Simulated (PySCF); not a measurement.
**Beryllium: a sound run and one with changed settings**

Sound run: Be²⁺ 1s2, Be³⁺ 1s1. All numbers are calculated (PySCF 2.14, the non-relativistic Hamiltonian (point nucleus), in aug-cc-pVDZ). The sound run starts from symmetry-adapted Hartree-Fock orbitals and uses a fine grid where one is needed.

Changed run: 26 angular points. This setting is unsound on purpose.

```csv
species,method,sound run (hartree),changed run (hartree),converged
Be²⁺,UHF,-13.61080,-13.61080,yes
Be²⁺,M06-2X,-13.65819,-13.65819,yes
Be²⁺,MN15,-13.66913,-13.66913,yes
Be³⁺,UHF,-7.95250,-7.95250,yes
Be³⁺,M06-2X,-7.94803,-7.94803,yes
Be³⁺,MN15,-7.95950,-7.95950,yes
```

Ionisation energy of Be²⁺:

| method | sound run (eV) | changed run (eV) |
| --- | --- | --- |
| UHF | 153.97 | 153.97 |
| M06-2X | 155.38 | 155.38 |
| MN15 | 155.37 | 155.37 |

Here the setting changes nothing at the digits shown.

For comparison, NIST gives 153.90 eV between the lowest levels.
